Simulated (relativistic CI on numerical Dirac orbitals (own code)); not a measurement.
## Electric-dipole lines of Pb LXXXII

Calculated at this level of theory: Dirac equation for one electron, model QED (radiative potential, 1s self-energy scaled to tabulated hydrogen-like ionisation energies) (own radial code, finite nucleus).

Configuration list: 1s, 2s, 2p, 3s, 3p, 3d, 4s, 4p, 4d, 4f, 5s, 5p, 5d, 5f, 5g, 6s, 6p, 6d. Levels of other configurations are missing.

```tsv
λ vac (nm)	Lower	Upper	A (s⁻¹)	E lower (eV)	E upper (eV)
0.01591	1s 2S_1/2 [1]	2p 2P°_3/2 [4]	2.56e+16	0.0	77936.1
0.07963	2p 2P°_1/2 [2]	3d 2D_3/2 [7]	2.82e+15	75283.1	90853.1
0.09441	2p 2P°_3/2 [4]	3d 2D_5/2 [9]	2.88e+15	77936.1	91069.2
0.18300	3d 2D_3/2 [7]	5f 2F°_5/2 [21]	2.06e+14	90853.1	97628.4
0.18837	3d 2D_5/2 [9]	5f 2F°_7/2 [24]	2.06e+14	91069.2	97651.0
0.23015	3p 2P°_1/2 [5]	4d 2D_3/2 [12]	2.48e+14	90064.1	95451.2
0.26438	3d 2D_3/2 [7]	4f 2F°_5/2 [14]	6.08e+14	90853.1	95542.8
0.26447	3p 2P°_3/2 [8]	4d 2D_5/2 [15]	3.15e+14	90855.0	95543.0
0.27445	3d 2D_5/2 [9]	4f 2F°_7/2 [16]	6.21e+14	91069.2	95586.8
0.50399	4p 2P°_1/2 [10]	5d 2D_3/2 [19]	4.50e+13	95121.4	97581.4
0.56947	4d 2D_3/2 [12]	5f 2F°_5/2 [21]	1.11e+14	95451.2	97628.4
0.56963	4p 2P°_3/2 [13]	5d 2D_5/2 [22]	6.50e+13	95451.9	97628.5
0.58811	4f 2F°_5/2 [14]	5g 2G_7/2 [23]	1.89e+14	95542.8	97650.9
0.58817	4d 2D_5/2 [15]	5f 2F°_7/2 [24]	1.17e+14	95543.0	97651.0
0.59679	4f 2F°_7/2 [16]	5g 2G_9/2 [25]	1.92e+14	95586.8	97664.3
1.0493	5p 2P°_3/2 [20]	6d 2D_5/2 [30]	1.92e+13	97581.8	98763.4
1.5907	3s 2S_1/2 [6]	3p 2P°_3/2 [8]	3.57e+12	90075.5	90855.0
3.7595	4p 2P°_1/2 [10]	4d 2D_3/2 [12]	7.66e+11	95121.4	95451.2
3.8056	4s 2S_1/2 [11]	4p 2P°_3/2 [13]	8.85e+11	95126.1	95451.9
7.5034	5s 2S_1/2 [18]	5p 2P°_3/2 [20]	2.92e+11	97416.6	97581.8
```

Terms are leading LS components. Brackets give the number of a level in order of energy, since labels repeat. The list gives strong lines, with weight on those to low levels, without lines whose two gauges differ by over a factor of 2.5. Levels whose partners in the same complex of configurations lie outside the list can be far off, and so can their lines. Rates are taken at the computed energies, electric ones in the length gauge.
